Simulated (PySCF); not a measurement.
C₆ coefficients of unlike pairs at UHF

Calculated with PySCF 2.14 from the dipole response of each species, C₆(A,B) = (3/π) ∫ α_A(iu) α_B(iu) du, in atomic units, from isotropic polarisabilities. For ions this is the dispersion term alone; charge-induced terms of lower order in 1/R come first.

```tsv
species	configuration	basis	relativity	α (bohr³)	C₆ (like pair)
Cl³⁺	[Ne] 3s2 3p2 (3P)	aug-cc-pV(D+d)Z (5s4p3d)	none	4.481	12.15
N³⁺	[He] 2s2 (1S)	aug-cc-pVTZ-DK (5s4p3d2f)	spin-free X2C	2.222	2.235
Se³⁺	[Ar] 3d10 4s2 4p1 (2P)	aug-cc-pVTZ-PP with one added diffuse shell each of s, d, f type with ECP10MDF (7s5p5d3f)	core potential	6.935	23.96
Ga²⁺	[Ar] 3d10 4s1 (2S)	aug-cc-pV5Z-PP with ECP10MDF (8s7p6d4f3g2h)	core potential	12.11	37.15
```

Problem. Estimate C₆ for Ga²⁺ with N³⁺.

Solution. The integral gives 8.865. The combination rule 2 C_A C_B / (C_A α_B/α_A + C_B α_A/α_B) gives 8.741 and the geometric mean 9.113.

No spin-orbit coupling is included.

The other pairs:

```tsv
pair	C₆
Ga²⁺, Se³⁺	28.73
N³⁺, Cl³⁺	5.167
Se³⁺, Cl³⁺	16.98
Se³⁺, N³⁺	7.311
Ga²⁺, Cl³⁺	19.95
```
